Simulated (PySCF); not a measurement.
GaCl3, SMILES [Cl][Ga]([Cl])[Cl].

Coordinates come from a PBE-D3(BJ)/def2-SVP optimisation. The isomer is the one that the SMILES or the coordinates give; other isomers of the formula were not compared.

The numbers are results of PySCF with PBE-D3(BJ)/def2-SVP, not measurements.

Frequencies are harmonic and unscaled.

### Question
Estimate the vibrational spectrum. (Estimate from the structure and the level; the computed values follow.)

### Answer

```
mode  ν (cm⁻¹)  IR (km/mol)  moving atoms (share of kinetic energy)
----  --------  -----------  --------------------------------------
1          120          6.1                        Cl 83 %, Ga 17 %
2          120          6.1                        Cl 83 %, Ga 17 %
3          131         10.0                        Ga 60 %, Cl 40 %
4          359          0.0                                Cl 100 %
5          456         71.3                        Cl 57 %, Ga 43 %
6          456         71.3                        Cl 57 %, Ga 43 %
```
